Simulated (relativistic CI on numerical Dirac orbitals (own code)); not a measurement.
One change at a time: Xe XXI

Base calculation: Dirac-Coulomb-Breit CI, separate exchange-only KLI orbitals for each configuration, model QED, unscaled Slater integrals.

Configurations in the expansion (outside the closed core [Ar] 3d10): 4s²4p⁴, 4s4p⁵, 4s²4p³4d, 4p⁶, 4s4p⁴4d, 4s²4p³4f, 4s4p⁴4f, 4p⁵4d, 4s4p³4d², 4s²4p²4d4f, 4p⁵4f, 4s²4p³5s, 4p⁴4d², 4p³4d³, 4p³4d²4f, 4p³4d²5s. Double excitations out of closed p, d and f shells are left out; levels of such configurations are missing from the list, as are those of other unlisted configurations, and high levels can miss mixing partners.

The lowest level and the first level of each name with at least 55 % of one term (blank where a level has no safe partner in the second run):

```tsv
Level	Base (cm⁻¹)	Shift (cm⁻¹)
4s²4p⁴ ³P2	0	0
4s²4p⁴ ³P1	119356	-119356
4s²4p⁴ ¹D2	144147	-110106
4s4p⁵ ³P°2	518464	-141834
4s4p⁵ ³P°1	562632	-186002
4s4p⁵ ³P°0	638733	-262103
4s²4p³4d ³D°1	756730	-128137
4s²4p³4d ¹S°0	764043	-125973
4s²4p³4d ³F°3	775498	-131598
4s²4p³4d ³D°3	785405	
4s²4p³4d ³G°4	794199	
4s²4p³4d ³F°4	802405	
4s²4p³4d ³G°5	827602	-156224
4s²4p³4d ³P°0	853130	-137563
```

At this charge energies of transitions that change n are usually good to better than 1 %, and those within a shell (Δn = 0) to a few per cent.

One thing was changed in a second run, which moved the levels as shown. Which?
A. QED terms removed
B. P86 correlation estimate
C. Breit term removed
D. non-relativistic limit
E. configuration mixing switched off

D. Non-relativistic limit. Without relativity the fine structure collapses and s electrons lose their extra binding.

LS names give the leading component of a level, which can be under half, so a name can repeat, a term be missing and a line seem to break the LS rules.
